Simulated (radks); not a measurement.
Q: The table gives one normalised radial function P(r) = r R(r) of Ce48+ in [Ne] (r in bohr). Method: scalar-relativistic Kohn-Sham, PBEsol, spin-unpolarised, spherical densities, point nucleus; computed with a radial shooting solver on a logarithmic mesh with Libxc functionals.

r,P
0.001329,0.2542
0.001845,0.3311
0.002541,0.4230
0.003528,0.5336
0.004858,0.6519
0.006744,0.7690
0.009362,0.8524
0.01289,0.8542
0.0179,0.7075
0.02465,0.3544
0.03421,-0.2393
0.04712,-0.9251
0.06541,-1.3910
0.0908,-1.1161
0.125,0.0915
0.1736,1.6810
0.239,2.3333
0.3318,1.5885
0.457,0.5374
0.6344,0.0717

Which n and l does it have? It may be an empty orbital.

A: n = 3, l = 0: the number of nodes gives n - l - 1 = 2, the rise at small r (about r^(l+1), flatter next to the nucleus through relativity) gives l, and the extent must fit the shell. The curve is that of 3s. 3s (empty): eigenvalue -4010.1 eV, 2 radial nodes at r = 0.0304, 0.123 bohr, <r> = 0.246 bohr, 90 % of the charge inside 0.356 bohr.
